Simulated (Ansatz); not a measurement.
Reaction (ligand exchange at a B–C bond): `BC#CBO` + `OCS` → `OBSCO` + `BC#C`

Program: Ansatz. Geometries: PBE0-D4/def2-TZVP. ΔE: electronic, gas phase. CCSD(T)/CBS is the MP2 limit (def2-TZVPP, def2-QZVPP) plus CCSD(T) − MP2 in def2-TZVPP, frozen cores. DFT in def2-TZVPP. One conformer a species, not always the lowest.

`BC#CBO`:

Cartesian coordinates in Å:
```
B 2.229 -0.171 1.203
C 0.901 -0.044 0.539
C -0.182 0.053 -0.017
B -1.557 0.220 -0.631
O -1.802 -0.287 -1.860
H 2.458 -1.116 1.896
H 3.057 0.673 1.040
H -2.404 0.801 -0.011
H -2.701 -0.127 -2.157
```

`OCS`:

```xyz
7

O    -0.155   -0.334    1.187
C     0.034    0.366   -0.017
S    -0.872   -0.419   -1.351
H     0.376    0.092    1.868
H    -0.373    1.383    0.029
H     1.092    0.428   -0.287
H    -0.101   -1.516   -1.429
```

`OBSCO`:

```xyz
10

O     0.809   -0.746    1.407
B    -0.231   -1.344    0.779
S    -0.847   -0.715   -0.788
C     0.162    0.789   -1.038
O    -0.318    1.910   -0.365
H     1.054   -1.180    2.226
H    -0.768   -2.321    1.219
H     1.166    0.597   -0.667
H     0.194    0.934   -2.124
H    -1.221    2.077   -0.649
```

`BC#C`:

```xyz
6

B    -0.628   -0.735   -0.590
C     0.204    0.238    0.192
C     0.874    1.024    0.822
H    -0.101   -1.638   -1.167
H    -1.813   -0.605   -0.633
H     1.465    1.716    1.377
```

```json
{"level": "PBE0-D4", "ΔE (kcal/mol)": "-6.4"}
{"level": "PBE0", "ΔE (kcal/mol)": "-5.8"}
{"level": "CCSD(T)/def2-TZVPP", "ΔE (kcal/mol)": "-7.1"}
{"level": "MP2/def2-QZVPP", "ΔE (kcal/mol)": "-8.2"}
```

(1) What does CCSD(T)/CBS give? (Estimate.)

Largest T1 diagnostic among the species: 0.016.

Results:

(1) Ansatz gave: -7.2 kcal/mol. The listed levels differ from it by 0.8, 1.4, 0.1, -1.0 kcal/mol.

In def2-TZVPP, CCSD(T) changes the Hartree–Fock value by −3.0 kcal/mol (the triples alone add −0.6 kcal/mol) and MP2 by −4.1 kcal/mol. The D4 term adds −1.2 kcal/mol with B3LYP and −0.6 kcal/mol with PBE0; it sums over pairs of atoms, weighted by their polarisabilities, and B3LYP, whose exchange is more repulsive, gets the larger term.

B3LYP here is the variant with VWN-RPA as its local correlation; programs differ in this.
